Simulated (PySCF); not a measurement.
C₃H₇NOSi, SMILES C1=CO[SiH2]NC1. The structure is a stationary point at PBE-D3(BJ)/def2-SVP. The structure was generated by enumeration, and PubChem lists no compound with its InChIKey, so it may never have been made. The values are those of a single conformer.

Problem. Give the equilibrium geometry at PBE-D3(BJ)/def2-SVP (PySCF confirms it by a frequency run) as a Z-matrix. (An estimate is asked for; the answer gives what the named calculation found.)

Solution. Several could match; the one computed here: 
```
N
H 1 1.0202
C 1 1.4601 2 115.15
H 3 1.1167 1 109.19 2 -49.03
H 3 1.1217 4 104.96 1 -121.07
C 3 1.5080 4 108.05 5 -116.19
C 6 1.3534 3 126.79 4 -121.71
O 7 1.3674 6 126.84 3 -3.25
H 6 1.1006 7 116.77 8 178.50
H 7 1.1037 6 120.96 9 -1.16
Si 8 1.7069 7 116.71 10 163.54
H 11 1.4984 8 110.14 7 150.86
H 11 1.5071 12 109.72 8 -115.64
```
Charge 0, spin multiplicity 1.
